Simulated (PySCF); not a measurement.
C$_{2}$H$_{6}$Be, singlet, geometry from GFN2-xTB (such geometries of metal compounds can be far from the true shape). Base run: LC-WPBE/6-31G, TDDFT in PySCF.

The PySCF input:
```python
from pyscf import gto, scf, dft, tdscf

mol = gto.M(
    atom='''
Be    0.007054    0.006947    0.009795
C     1.334061    0.167004   -1.080495
H     2.044066   -0.659855   -1.041830
H     1.943092    1.057290   -0.920686
H     1.038030    0.223487   -2.128658
C    -1.334987   -0.167916    1.079210
H    -1.909065   -1.081312    0.919170
H    -2.070967    0.633363    1.004477
H    -1.067817   -0.195288    2.136062
''',
    basis='6-31g',
    charge=0,
    spin=0,
    verbose=4,
)

mf = dft.RKS(mol)
mf.xc = 'lc_wpbe'
mf.kernel()
td = mf.TDDFT()
td.nstates = 5
td.kernel()
td.analyze()
```

Each row names what was changed in the base input (with any setting that the change needs).

```
change                   first excitation (eV)  oscillator strength of the first  second (eV)  core-seconds (rough)
-----------------------  ---------------------  --------------------------------  -----------  --------------------
base                                      7.20                             0.000         7.20                    60
functional = b3lyp                        6.77                             0.000         6.77                    50
basis = 6-31G*                            7.14                             0.000         7.14                    90
functional = m062x                         [?]                             0.000          [?]                   100
nstates = 10                              7.20                             0.000         7.20                    60
response = Tamm-Dancoff                   7.21                             0.000         7.22                    30
functional = wb97x                        7.16                             0.000         7.16                    60
functional = camb3lyp                      [?]                             0.000          [?]                    50
nstates = 2                               7.20                             0.000         7.20                    50
functional = pbe                           [?]                             0.000          [?]                    30
```

What belongs in the gaps?


- functional = m062x, first excitation (eV): 6.73
- functional = m062x, second (eV): 6.73
- functional = camb3lyp, first excitation (eV): 6.94
- functional = camb3lyp, second (eV): 6.94
- functional = pbe, first excitation (eV): 6.47
- functional = pbe, second (eV): 6.47

An iterative solver can miss low states, so a row lists the states that it found.
